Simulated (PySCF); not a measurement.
CAuClO, SMILES [O+]#[C-]->[Au][Cl] (connectivity only; charge and spin as stated), charge +1, multiplicity 2.

Coordinates come from a B3LYP-D3(BJ)/def2-SVP optimisation. The multiplicity is an assumed one; other spin states were not compared. The isomer is the one that the SMILES or the coordinates give; other isomers of the formula were not compared. The def2 effective core potentials stand for the cores of Au; spin–orbit coupling is left out.

All values below come from TDA-ωB97X/def2-SVPD in PySCF.

Vertical excitations. 

```csv
state,energy (eV),λ (nm),f,main pairs
root 1,0.71,1737,0.000,"β HOMO→LUMO 83 %, β HOMO−6→LUMO 13 %"
root 2,2.11,589,0.000,β HOMO−3→LUMO 99 %
root 3,2.11,588,0.000,β HOMO−2→LUMO 97 %
root 4,2.45,507,0.010,"β HOMO−6→LUMO 63 %, β HOMO→LUMO 16 %, β HOMO−4→LUMO 15 %"
root 5,3.07,404,0.000,β HOMO−5→LUMO 86 %
root 6,3.39,366,0.096,"β HOMO−4→LUMO 77 %, β HOMO−6→LUMO 19 %"
root 7,5.98,207,0.001,"α HOMO→LUMO 43 %, α HOMO→LUMO+2 13 %, β HOMO→LUMO+2 27 %, β HOMO→LUMO+3 11 %"
root 8,6.07,204,0.000,"α HOMO→LUMO+1 44 %, β HOMO→LUMO+1 50 %"
root 9,6.27,198,0.001,"α HOMO→LUMO+2 39 %, α HOMO→LUMO 17 %, β HOMO→LUMO+3 32 %, β HOMO→LUMO+2 6 %"
root 10,6.51,190,0.057,"α HOMO→LUMO 33 %, β HOMO→LUMO+2 58 %"
```
Unrestricted roots are not spin-pure.
